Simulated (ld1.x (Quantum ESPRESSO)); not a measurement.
How hard is this thallium (Tl) PAW potential?

Tl, PAW, made with ld1.x (Quantum ESPRESSO) 7.5 (LDA (PZ), scalar-relativistic). Core [Xe] 4f14 5d10, reference 6s2 6p1. Waves: 6s (bound): rcut 2.05, rcutus 2.20 bohr; 6s channel at -0.4 Ry: rcut 2.05, rcutus 2.20 bohr; 6p (bound): rcut 2.75, rcutus 3.15 bohr; 6p channel at 1.25 Ry: rcut 2.75, rcutus 3.15 bohr; 6d channel at 0.25 Ry: rcut 2.35, rcutus 3.30 bohr; 6d channel at 1.1 Ry: rcut 2.35, rcutus 3.30 bohr. Local part: all-electron potential smoothed inside 1.65 bohr (lloc = -2). Core correction: a·sin(br)/r model core inside 2.05 bohr. Augmentation charge: PSQ, inside the norm-conserving radii.

The pseudo-atom Hamiltonian at the reference potential is diagonalised in spherical Bessel functions j_l(qr) that vanish at 20 bohr, with q² up to the cutoff. All-electron valence levels (Ry): 6s -0.7227, 6p -0.1897.

Task: How do the lowest levels (Ry) of each channel move with the cutoff, and are there ghosts?

Result:

```tsv
cutoff (Ry)	s #1	p #1	p #2	d #1	d #2	f #1	Σ f·Δε (mRy)
8	-0.7222	-0.1897	0.0271	0.0460	0.1320	0.1010	1.2
10	-0.7225	-0.1897	0.0271	-0.0495	0.0461	0.1010	0.5
12	-0.7225	-0.1897	0.0271	-0.2012	0.0461	0.1010	0.5
15	-0.7226	-0.1897	0.0271	-0.2719	0.0461	0.1010	0.4
400	-0.7228	-0.1897	0.0271	-0.3324	0.0461	0.1010	0.0
```

Result: ghost state, extra bound levels that the all-electron valence spectrum of the same l lacks: d at -4.5 eV (a true bound ghost makes a file unfit for plane-wave use); 10 mRy is reached at 6 Ry and 1 mRy at 10 Ry.

Test run stopped at test 6 of 9 (negative rho).
